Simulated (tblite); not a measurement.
C₅H₆F₂.
Numbering: `[CH2:1]=[CH:2]/[CH:3]=[CH:4]/[CH:5]([F:6])[F:7]` (hydrogens: H8, H9 on C1; H10 on C2; H11 on C3; H12 on C4; H13 on C5)

Computed with GFN2-xTB (tblite), gas phase: Langevin dynamics at 300 K from the optimised GFN2-xTB geometry, time step 0.5 fs, friction 0.01 fs⁻¹, 2000 steps. The instantaneous temperature is 2·E(kin)/(3Nk) with all 3N coordinates.

| t (fs) | T (K) | E(pot) above start (eV) | C1=C2 (Å) | C2–C3 (Å) | C3=C4 (Å) | C4–C5 (Å) | C5–F6 (Å) | C1–H8 (Å) | C1–C2–C3–C4 (°) |
| --- | --- | --- | --- | --- | --- | --- | --- | --- | --- |
| 0 | 250 | 0.000 | 1.329 | 1.445 | 1.332 | 1.495 | 1.362 | 1.076 | 180 |
| 25 | 232 | 0.318 | 1.359 | 1.438 | 1.344 | 1.488 | 1.361 | 1.087 | 174 |
| 50 | 199 | 0.396 | 1.320 | 1.418 | 1.323 | 1.497 | 1.381 | 1.082 | 169 |
| 75 | 187 | 0.406 | 1.316 | 1.478 | 1.339 | 1.502 | 1.370 | 1.085 | 172 |
| 100 | 268 | 0.281 | 1.332 | 1.469 | 1.344 | 1.510 | 1.371 | 1.071 | 175 |
| 125 | 175 | 0.432 | 1.342 | 1.445 | 1.341 | 1.467 | 1.360 | 1.072 | -170 |
| 150 | 194 | 0.516 | 1.354 | 1.436 | 1.364 | 1.494 | 1.384 | 1.073 | -166 |
| 175 | 356 | 0.387 | 1.339 | 1.441 | 1.345 | 1.495 | 1.371 | 1.080 | -156 |
| 200 | 290 | 0.513 | 1.299 | 1.512 | 1.292 | 1.536 | 1.362 | 1.088 | -172 |
| 225 | 318 | 0.491 | 1.318 | 1.521 | 1.337 | 1.514 | 1.352 | 1.071 | 176 |
| 250 | 303 | 0.470 | 1.333 | 1.442 | 1.370 | 1.479 | 1.352 | 1.066 | 160 |
| 275 | 323 | 0.502 | 1.340 | 1.443 | 1.345 | 1.488 | 1.350 | 1.062 | 155 |
| 300 | 337 | 0.308 | 1.335 | 1.462 | 1.320 | 1.490 | 1.337 | 1.085 | 153 |
| 325 | 232 | 0.342 | 1.331 | 1.430 | 1.327 | 1.504 | 1.417 | 1.047 | 159 |
| 350 | 266 | 0.391 | 1.318 | 1.420 | 1.330 | 1.502 | 1.371 | 1.101 | 172 |
| 375 | 188 | 0.515 | 1.331 | 1.440 | 1.327 | 1.523 | 1.307 | 1.099 | -175 |
| 400 | 294 | 0.269 | 1.349 | 1.462 | 1.343 | 1.508 | 1.383 | 1.040 | -173 |
| 425 | 263 | 0.432 | 1.314 | 1.446 | 1.326 | 1.466 | 1.413 | 1.099 | -167 |
| 450 | 228 | 0.404 | 1.317 | 1.452 | 1.305 | 1.460 | 1.342 | 1.137 | -168 |
| 475 | 345 | 0.378 | 1.375 | 1.483 | 1.320 | 1.488 | 1.334 | 1.038 | -162 |
| 500 | 294 | 0.388 | 1.334 | 1.432 | 1.356 | 1.527 | 1.436 | 1.111 | -167 |
| 525 | 349 | 0.203 | 1.307 | 1.449 | 1.356 | 1.537 | 1.373 | 1.099 | -178 |
| 550 | 256 | 0.480 | 1.316 | 1.448 | 1.335 | 1.530 | 1.302 | 1.013 | 170 |
| 575 | 354 | 0.464 | 1.346 | 1.392 | 1.294 | 1.492 | 1.379 | 1.104 | 169 |
| 600 | 375 | 0.458 | 1.332 | 1.409 | 1.336 | 1.512 | 1.461 | 1.109 | 165 |
| 625 | 334 | 0.447 | 1.299 | 1.485 | 1.363 | 1.489 | 1.376 | 1.055 | 175 |
| 650 | 214 | 0.556 | 1.285 | 1.483 | 1.358 | 1.459 | 1.287 | 1.071 | 175 |
| 675 | 325 | 0.317 | 1.327 | 1.451 | 1.302 | 1.493 | 1.359 | 1.106 | -179 |
| 700 | 324 | 0.479 | 1.365 | 1.451 | 1.308 | 1.548 | 1.446 | 1.062 | -177 |
| 725 | 372 | 0.394 | 1.329 | 1.417 | 1.341 | 1.477 | 1.337 | 1.096 | -170 |
| 750 | 300 | 0.545 | 1.322 | 1.396 | 1.369 | 1.487 | 1.308 | 1.080 | -172 |
| 775 | 377 | 0.441 | 1.323 | 1.452 | 1.314 | 1.486 | 1.386 | 1.052 | -165 |
| 800 | 407 | 0.551 | 1.331 | 1.441 | 1.275 | 1.501 | 1.455 | 1.077 | -170 |
| 825 | 385 | 0.488 | 1.366 | 1.470 | 1.366 | 1.456 | 1.338 | 1.054 | -173 |
| 850 | 347 | 0.554 | 1.340 | 1.456 | 1.407 | 1.460 | 1.315 | 1.099 | 179 |
| 875 | 321 | 0.588 | 1.338 | 1.440 | 1.356 | 1.564 | 1.364 | 1.127 | 179 |
| 900 | 237 | 0.710 | 1.356 | 1.446 | 1.310 | 1.595 | 1.361 | 1.053 | 173 |
| 925 | 345 | 0.525 | 1.329 | 1.469 | 1.319 | 1.520 | 1.360 | 1.073 | -177 |
| 950 | 371 | 0.422 | 1.321 | 1.456 | 1.359 | 1.493 | 1.350 | 1.105 | -170 |
| 975 | 285 | 0.558 | 1.332 | 1.465 | 1.353 | 1.493 | 1.344 | 1.055 | -160 |
| 1000 | 303 | 0.662 | 1.336 | 1.455 | 1.327 | 1.501 | 1.340 | 1.103 | -167 |

**Question.** From 500 fs on, how do temperature and potential energy compare with equipartition?

**Answer.** The mean temperature of these 21 frames is 327 K against the target 300 K, and the mean potential energy 0.49 eV against 33 × kT/2 = 0.43 eV for 33 classical harmonic modes. For 13 atoms in a canonical ensemble the temperature itself scatters by T·√(2/(3N)) = 68 K; here its standard deviation is 49 K. The whole run lasts only 10 friction times of 100 fs, so these averages carry a wide statistical error.

**Question.** What are the kinetic and total energies of the listed frame with the highest potential energy?

**Answer.** The one at 900 fs, 0.710 eV above the start. Its kinetic energy is 3NkT/2 = 0.398 eV at 237 K, so the sum is 1.11 eV; over the listed frames the sum runs from 0.42 to 1.23 eV, since the thermostat adds and removes energy.

**Question.** How much do the listed bonds fluctuate from 500 fs on?

**Answer.** 
| bond | at the start (Å) | mean (Å) | standard deviation (Å) |
| --- | --- | --- | --- |
| C1=C2 | 1.329 | 1.330 | 0.019 |
| C2–C3 | 1.445 | 1.446 | 0.025 |
| C3=C4 | 1.332 | 1.338 | 0.030 |
| C4–C5 | 1.495 | 1.506 | 0.034 |
| C5–F6 | 1.362 | 1.365 | 0.048 |
| C1–H8 | 1.076 | 1.081 | 0.027 |

The motion is classical and holds no zero-point motion.

The cost below is that of the whole dynamics run. The run took 6.8 s on one thread, Arm Neoverse V2 (aarch64), no GPU, shared host with 96 logical CPUs at a one-minute load of 55, and the process peaked at 0.19 GiB of memory.
